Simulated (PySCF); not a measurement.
The same groups moved round the core (furan mercapto+boryl). Isolated molecules, 0 K electronic values unless said otherwise. One relaxed conformer stands for each flexible species; it need not be the lowest. Strings in code marks are SMILES.

The S1–T1 gap (TDA) from two functionals at the same geometries (PBE0-D3(BJ)/def2-SVP), both in PySCF: PBE-D3(BJ)/def2-TZVP and ωB97X-D3(BJ)/def2-TZVP. Excitations are Tamm–Dancoff values on a coarser integration grid. The basis has no diffuse functions, so Rydberg states are missing or too high.

```json
[
 {"species": "`Bc1ccc(S)o1`", "ωB97X-D3(BJ)/def2-TZVP (eV)": "1.79"},
 {"species": "`c1(c(S)occ1)B`", "ωB97X-D3(BJ)/def2-TZVP (eV)": "1.39"},
 {"species": "`Bc1occc1S`", "ωB97X-D3(BJ)/def2-TZVP (eV)": "1.68"}
]
```

Q: What does PBE-D3(BJ)/def2-TZVP give for each?

A: 
- `Bc1ccc(S)o1`: 1.56
- `c1(c(S)occ1)B`: 1.01
- `Bc1occc1S`: 1.15
Over these rows, drawn at random from the members with no instability flagged (it was tested for open shells, ions and some series alone), PBE minus ωB97X-D3(BJ): mean -0.38 eV, from -0.53 eV to -0.23 eV.
